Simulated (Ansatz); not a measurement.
(1) Predict a relaxed structure of the cluster Pd₄H₃ (the lowest doublet isomer of a short search), charge 0, doublet, at B3LYP-D4/def2-SVP (Ansatz).

Results:

(1) 
```xyz
7

Pd   -1.044   -0.520   -1.139
Pd   -0.213    1.805    0.096
Pd    1.599   -0.256    0.181
Pd   -0.772   -0.433    1.592
H     0.772   -1.003    1.507
H     0.559   -0.797   -0.962
H    -0.902    1.204   -1.275
```
Point group C2 (tolerance 0.1 Å). This is one stationary point.

In the def2 sets Pd takes a core potential; there is no spin–orbit coupling. The structure comes from a short search, and lower isomers may exist.
